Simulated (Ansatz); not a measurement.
Gas-phase electronic energies from Ansatz, PBE0-D4/def2-TZVP geometries. CCSD(T)/CBS adds triple-zeta CCSD(T) − MP2 to the extrapolated MP2 energy (def2 sets, frozen cores). DFT in def2-TZVPP. B3LYP here is the variant with VWN-RPA as its local correlation; programs differ in this. For Se outer-core shells are correlated without core-valence functions, which leaves a few kJ/mol of doubt a bond. Scalar relativity is left out up to krypton. One conformer a species, not always the lowest.

Consider the redistribution: `[SiH3]B(Cl)[SeH]` + `CN[SiH](C)F` → `C[SiH](F)N[SiH3]` + `CB(Cl)[SeH]`.

```
          level  ΔE (eV)
         PBE-D4    -1.41
         B2PLYP    -1.61
         r2SCAN    -1.59
           PBE0    -1.49
          B3LYP    -1.55
CCSD/def2-TZVPP    -1.62
 MP2/def2-QZVPP    -1.71
  MP2/CBS(def2)    -1.71
```

(1) What does CCSD(T)/CBS give? (Best estimate.)

Largest T1 diagnostic among the species: 0.013.

## Answers

(1) The calculation gave: -1.60 eV. The listed levels differ from it by 0.19, -0.01, 0.01, 0.11, 0.05, -0.02, -0.11, -0.11 eV.

From PBE to PBE0 (25 % exact exchange), in def2-TZVPP and without D4, ΔE moves by −0.09 eV.
